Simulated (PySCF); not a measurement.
A side-by-side comparison of computed properties.

First species: C9H12Si.
Atom-mapped SMILES: `[CH2:1]=[C:2]([CH3:3])[C:4]#[C:5][C:6]1=[CH:7][SiH2:8][C@@H:9]1[CH3:10]` (hydrogens: H11, H12 on C1; H13, H14, H15 on C3; H16 on C7; H17, H18 on Si8; H19 on C9; H20, H21, H22 on C10)

Second species: C6H7NO.
SMILES: `ONC1=CC=CC=C1`

Levels: PBE0/pcSseg-1 for dipole moment, HOMO energy, LUMO energy and HOMO–LUMO gap; GFN2-xTB for rotational constant A and rotational constant C. Geometries: GFN2-xTB. Each species is one conformer at its optimised geometry, gas phase, non-relativistic unless stated; the electronic structure was computed with PySCF and density fitting.

Dipoles, sizes and rotational constants follow the conformer. The torsions of the flexible species, by atom-mapped SMILES:
- `[OH:1][NH:2][c:3]1[cH:4][cH:5][cH:6][cH:7][cH:8]1`: O1–N2–C3–C4 27°, H–O1–N2–C3 -102°

Question: Which has the higher rotational constant C?

Answer: The second: 1.185 GHz against 0.416 GHz, a difference of 0.769 GHz.

Question: Which has the higher LUMO energy?

Answer: The second: -0.11 eV against -1.50 eV, a difference of 1.39 eV.

Question: Which of the two has the higher rotational constant A, and by how much?

Answer: The second: 5.099 GHz against 2.835 GHz, a difference of 2.264 GHz.

Question: Which has the higher dipole moment?

Answer: The second: 1.00 D against 0.63 D, a difference of 0.37 D.

Question: Which of the two has the higher HOMO energy, and by how much?

Answer: The second: -6.06 eV against -6.52 eV, a difference of 0.46 eV.

Question: Which of the two has the higher HOMO–LUMO gap, and by how much?

Answer: The second: 5.95 eV against 5.02 eV, a difference of 0.93 eV.

On the first: The dipole matches unit charges of opposite sign 0.13 Å apart (1 e·Å = 4.8032 D).

On the second: A dipole of 1.00 D is allowed in C1, and pure rotational transitions are dipole-allowed. In atomic units the dipole is 0.40 e·bohr (1 au = 2.5417 D).
